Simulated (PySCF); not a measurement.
Geometries of 2 isomers of C5H9NSi, from PBE0-D3(BJ)/def2-SVP geometry optimisation, gas phase in PySCF. One conformer each, no zero-point energy, no frequencies.

Question: Which is lower in electronic energy at this level?
A.
```xyz
16
angstrom
C      1.682   -0.755    0.203
C      0.195   -0.749    0.298
C     -0.647   -1.414   -0.523
C     -2.100   -1.275   -0.263
C     -2.478   -0.488    0.765
Si    -0.908    0.130    1.571
N     -0.819    1.848    1.740
H      2.080    0.271    0.114
H      2.043   -1.336   -0.661
H      2.140   -1.181    1.112
H     -0.302   -2.039   -1.357
H     -2.810   -1.810   -0.905
H     -3.525   -0.333    1.032
H     -0.648   -0.428    2.936
H     -0.121    2.263    2.348
H     -1.013    2.446    0.945
```
B.
```xyz
16
angstrom
N     -3.153    1.763    0.403
C     -2.502    0.831    0.185
C     -1.647   -0.315   -0.094
C     -0.198    0.088   -0.377
C      0.555    0.799    0.779
Si     2.129   -0.025    0.115
C      0.766   -1.092   -0.666
H     -2.067   -0.867   -0.951
H     -1.684   -0.997    0.773
H     -0.197    0.760   -1.252
H      0.432    1.888    0.842
H      0.276    0.360    1.753
H      2.879    0.808   -0.873
H      3.097   -0.650    1.067
H      0.538   -1.950   -0.010
H      0.808   -1.448   -1.704
```

Answer: A. That is `CC1=CC=C[Si@@H]1N`, 19.9 kcal/mol below the other.

| SMILES | atoms numbered as above | E (Eh) | relative (kcal/mol) | relative (kJ/mol) | dipole (D) |
| --- | --- | --- | --- | --- | --- |
| CC1=CC=C[Si@@H]1N | [CH3:1][C:2]1=[CH:3][CH:4]=[CH:5][Si@@H:6]1[NH2:7] | -539.50749 | 0.0 | 0.0 | 1.52 |
| N#CCC1C[SiH2]C1 | [N:1]#[C:2][CH2:3][CH:4]1[CH2:5][SiH2:6][CH2:7]1 | -539.47573 | 19.9 | 83.4 | 3.79 |

As drawn, the lower has an N–H bond and a C=C bond outside aromatic rings, which the higher lacks; the higher has a four-membered ring and a C≡N group, which the lower lacks.
